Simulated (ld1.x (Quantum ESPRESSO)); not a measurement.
Configuration tests for caesium (TM)

- Element: caesium
- Generator: ld1.x (Quantum ESPRESSO) 7.5
- Type: norm-conserving Troullier–Martins (Kleinman–Bylander form)
- Functional: LDA (PZ)
- Relativity: non-relativistic
- Frozen core: [Kr] 4d10
- Valence charge: 9
- Reference configuration: 5s2 5p6 5d0 6s1 6p0
- Partial waves: 5s (bound): rc 2.30 bohr; 5p (bound): rc 3.50 bohr; 5d (bound, empty): rc 3.20 bohr
- Local potential: the d channel
- Core correction: none

Occupied shells without a wave of their own: 6s. They enter only through the test configuration that unscreens the potential.

Energies are relative to the spin-unpolarised reference configuration 5s2 5p6 5d0 6s1 6p0; without spin polarisation the order of configurations can differ from experiment. Spin-polarised rows fill each open shell by Hund’s rule, majority spin first. The frozen-core shift is the all-electron ΔE with the core orbitals held at their reference shape minus the fully relaxed ΔE.

Question: Give the all-electron excitation energy and the error of the potential for: 5s2 5p6 5d0 6s0 6p0; 5s2 5p6 5d0 6s0.5 6p0; 5s2 5p6 5d0 6s0 6p1; 5s2 5p6 5d1 6s0 6p0; 5s1 5p6 5d0 6s1 6p0; 5s2 5p5 5d0 6s1 6p0; 5s2 5p6 5d0.5 6s0.5 6p0; 5s2 5p6 5d0 6s1 6p0 (spin-polarised); 5s2 5p6 5d0 6s0.5 6p0 (spin-polarised).

Answer:

```tsv
valence configuration	charge	ΔE all-electron (eV)	error AE − PS (meV)	frozen-core shift (meV)
5s2 5p6 5d0 6s0 6p0	+1	3.840	+198	0.0
5s2 5p6 5d0 6s0.5 6p0	+0.5	1.496	+77	0.0
5s2 5p6 5d0 6s0 6p1	0	1.320	+163	-0.1
5s2 5p6 5d1 6s0 6p0	0	1.433	+110	+0.1
5s1 5p6 5d0 6s1 6p0	+1	29.744	+9.3	+15
5s2 5p5 5d0 6s1 6p0	+1	18.083	-33	+5.3
5s2 5p6 5d0.5 6s0.5 6p0	0	0.716	+57	0.0
5s2 5p6 5d0 6s1 6p0 (spin-polarised)	0	-0.105	-0.5	0.0
5s2 5p6 5d0 6s0.5 6p0 (spin-polarised)	+0.5	1.460	+78	0.0
```

A variational frozen-core shift is positive and of second order in the change. This column holds negative values, so the frozen-core run of ld1.x carries numerical noise or an error of first order here, and the column gives no more than the rough size of the effect.
